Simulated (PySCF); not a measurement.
C2H9NSi3, SMILES N#C[C@H]([SiH3])[SiH2][SiH3]. Heavy atoms are numbered as in [N:1]#[C:2][C@H:3]([SiH3:4])[SiH2:5][SiH3:6]. Hydrogens are named by the atom that carries them.

Geometry: ωB97X-D3(BJ)/def2-SVP. The structure was generated by enumeration; whether it is a known compound was not checked. Other conformers were not sampled.

The numbers are results of PBE/pcSseg-1 (PySCF), not measurements.

GIAO shieldings, no solvent; atoms alike by connectivity are averaged. δ = σ(ref) − σ: ¹⁵N against NH3 (σ = 267.0 ppm); ¹³C against TMS (σ = 182.0 ppm); ²⁹Si against TMS (σ = 335.4 ppm); ¹H against TMS (σ = 31.49 ppm), references at their B3LYP-D3(BJ)/def2-TZVP geometries, non-relativistic.

```csv
nucleus,atoms,count,δ (ppm)
¹⁵N,N1,1,300.5
¹³C,C2,1,120.3
¹³C,C3 (CH),1,-5.3
²⁹Si,Si4 (SiH3),1,-59.7
²⁹Si,Si5 (SiH2),1,-60.2
²⁹Si,Si6 (SiH3),1,-112.0
¹H,H on Si4,3,4.53
¹H,H on Si5,2,4.44
¹H,H on Si6,3,4.02
¹H,H on C3,1,1.42
```
